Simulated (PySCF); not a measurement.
Al(F)(Cl)(Me) (CH₃AlClF), SMILES [CH3][Al]([F])[Cl]. Atoms are numbered in the order given.

```xyz
7

Al    -0.0052    -0.3761     0.1250
F     -1.2875    -1.3796    -0.2081
Cl    -0.1818     1.5815    -0.5988
C      1.5324    -1.0170     1.0963
H      2.1224    -0.1930     1.5244
H      2.1926    -1.5839     0.4185
H      1.2352    -1.7005     1.9068
```
Charge 0, spin multiplicity 1.

Geometry optimised at PBE0-D3(BJ)/def2-SVP.

Calculation: PySCF with PBE0/pcJ-1.

Isotropic couplings with Fermi-contact, spin-dipole and both spin-orbit terms, one fixed conformer, no vibrational averaging. Isotopes: 13C, 19F, 1H.

Computed spin–spin coupling constants:
```csv
pair,bonds apart,J (Hz)
C4–H5,1,126.5
C4–H6,1,119.3
C4–H7,1,124.2
F2–C4,2,14.6
H5–H6,2,-15.9
H5–H7,2,-14.3
H6–H7,2,-16.6
F2–H5,3,10.4
F2–H6,3,-1.2
F2–H7,3,-4.0
```
